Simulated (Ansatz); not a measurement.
Input for Ansatz (a quantum-chemistry and plane-wave program): R-CCSD(T)/cc-pVQZ on C2H4F2 (SMILES FCCF).

Ansatz 0.2 input:
```yaml
crystal:
  periodic: [false, false, false]
  atoms:
    - {symbol: F, position_ang: [-1.35374919, 0.84894211, -0.75138631]}
    - {symbol: C, position_ang: [-0.74350900, -0.10792512, 0.05260927]}
    - {symbol: C, position_ang: [0.75179577, -0.00704527, -0.04399137]}
    - {symbol: F, position_ang: [1.21022214, 1.13578474, 0.60267447]}
    - {symbol: H, position_ang: [-1.06872486, -1.09462843, -0.28954993]}
    - {symbol: H, position_ang: [-1.07638833, 0.05374612, 1.08006158]}
    - {symbol: H, position_ang: [1.21114240, -0.87533441, 0.43715017]}
    - {symbol: H, position_ang: [1.06911107, 0.04646026, -1.08756787]}
basis:
  gaussian:
    orbitals: cc-pVQZ
magnetization: {spin_polarized: false}
correlation: {method: ccsd_t, electrons: outside_noble_gas}
scf: {lower_state_search: off}
```

Program output:

```
WARN ansatz: RAYON_NUM_THREADS=4 ignored (pool sized by the plan → 4); use --threads N
Functional definition: HF
these checks for a lower state are left out or cut short: stability, starts, cluster_reference, orbital_swaps, neighbouring_geometries, increment
integrals: 3.95 GiB planned
2019 factors; integrals over basis functions are off by at most 9.6e-4 eV
mean field: 1.60 GiB planned
mean field evaluation 1: about -7536.9189 eV, gradient 3.0e1 eV
mean field evaluation 2: about -7537.0372 eV, gradient 3.1e1 eV
mean field evaluation 4: about -7539.0502 eV, gradient 3.7e0 eV
mean field evaluation 8: about -7539.0868 eV, gradient 1.4e-1 eV
mean field -7539.08688506 eV, -277.0563328492 hartree, gradient 2.0e-6 eV, S^2 0.000000; 0 other end points of the search recorded, 0 dependent functions left out
4 core orbitals not correlated
reference -7539.08688506 eV, -277.0563328492 hartree; 13, 13 occupied and 323, 323 virtual orbitals, 2019 factors
second order -24.88184004 eV of doubles, -0.00000000 eV of singles
coupled cluster: 5.63 GiB planned
cycle   1  -24.70490124 eV  change    1.8e-1 eV  update   9.1e-2
cycle   2  -25.19596676 eV  change   -4.9e-1 eV  update   2.6e-2
cycle   3  -25.30974523 eV  change   -1.1e-1 eV  update   1.2e-2
cycle   4  -25.29631724 eV  change    1.3e-2 eV  update   2.2e-3
cycle   5  -25.29545456 eV  change    8.6e-4 eV  update   8.6e-4
cycle   6  -25.29632647 eV  change   -8.7e-4 eV  update   2.4e-4
cycle   7  -25.29629908 eV  change    2.7e-5 eV  update   8.7e-5
cycle   8  -25.29623080 eV  change    6.8e-5 eV  update   2.7e-5
cycle   9  -25.29622785 eV  change    2.9e-6 eV  update   1.0e-5
perturbative correction -0.87095790 eV, -0.0320071125 hartree
Total energy: -7565.25407081 eV, -278.0179591888 hartree
Checks for a lower state left out: stability, starts, cluster_reference, orbital_swaps, neighbouring_geometries, increment
```

The calculation finished and met its thresholds.

Cost: about 60 core-minutes (a rough figure).
